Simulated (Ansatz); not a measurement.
Computed with Ansatz on PBE0-D4/def2-TZVP structures; ΔE is electronic, products minus reactants. CBS: MP2 limit from def2 TZ/QZ plus the TZ coupled-cluster correction, frozen cores. Functionals use def2-TZVPP. B3LYP here is the variant with VWN-RPA as its local correlation; programs differ in this. def2 core potentials past Kr. For In, Te outer-core shells are correlated without core-valence functions, which leaves a few kJ/mol of doubt a bond. Each species was taken in one conformer, which may not be the lowest.

`[SiH3]OC[TeH]` + `[OH][In]([Cl])[Cl]` → `[SiH3][O][In]([Cl])[Cl]` + `OC[TeH]`  (ligand exchange at the Si–O bond)

| level | ΔE (kJ/mol) | difference from CCSD(T)/CBS |
| --- | --- | --- |
| PBE-D4 | -7.3 | 7.6 |
| r2SCAN-D4 | -12.0 | 2.9 |
| PBE0-D4 | -12.0 | 2.9 |
| ωB97X-V | -13.2 | 1.7 |
| B2PLYP | -13.9 | 1.0 |
| r2SCAN | -12.5 | 2.4 |
| B3LYP | -14.2 | 0.7 |
| HF/def2-TZVPP | -25.9 | -11.0 |
| MP2/def2-TZVPP | -13.1 | 1.8 |
| SCS-MP2/def2-TZVPP | -15.1 | -0.2 |
| CCSD/def2-TZVPP | -16.6 | -1.7 |
| CCSD(T)/def2-TZVPP | -14.8 | 0.1 |
| MP2/def2-QZVPP | -13.4 | 1.5 |
| SCS-MP2/def2-QZVPP | -15.4 | -0.5 |
| HF/CBS(def2) | -26.8 | -11.9 |
| CCSD/CBS(def2) | -16.7 | -1.8 |
| CCSD(T)/CBS | -14.9 | 0 |

Largest T1 diagnostic among the species: 0.014.

The D4 term adds +4.2 kJ/mol with B3LYP and +2.1 kJ/mol with PBE0; it sums over pairs of atoms, weighted by their polarisabilities, and B3LYP, whose exchange is more repulsive, gets the larger term. From PBE to PBE0 (25 % exact exchange), in def2-TZVPP and without D4, ΔE moves by −4.4 kJ/mol. In def2-TZVPP, CCSD(T) changes the Hartree–Fock value by +11.1 kJ/mol (the triples alone add +1.8 kJ/mol) and MP2 by +12.8 kJ/mol.
